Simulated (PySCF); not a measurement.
# Eu³⁵⁺: ionisation energy

Eu³⁵⁺ [Ar] 3d10 → Eu³⁶⁺ [Ar] 3d9 [3d3/2^4 3d5/2^5, M_J = 5/2], as a difference of total energies. All numbers are calculated (PySCF 2.14, the two-component X2C-1e Hamiltonian, in an uncontracted even-tempered set (16 s from 6.6 bohr⁻², ratio 2.8; 13 p from 8.6 bohr⁻², ratio 2.8; 8 d from 8.6 bohr⁻², ratio 2.8; 3 f from 35 bohr⁻², ratio 3)). Correlated levels: [Ne] frozen; the 80 highest virtual spinors dropped. "Screened" scales the spin-orbit matrix elements by Boettger's factors to mimic the two-electron term; Breit and QED terms are absent.

```csv
method,ionisation energy (eV)
GHF (spin-free),2508.0
GMP2 (spin-free),2509.3
GHF (screened spin-orbit),2495.5
GMP2 (screened spin-orbit),2496.9
```

Breit and QED terms and the two-electron picture change are absent.

The spin-free rows lack the spin-orbit shift.

For comparison: 2495 ± 5 eV (theoretical estimate listed by NIST; NIST Atomic Spectra Database, ionization energies).
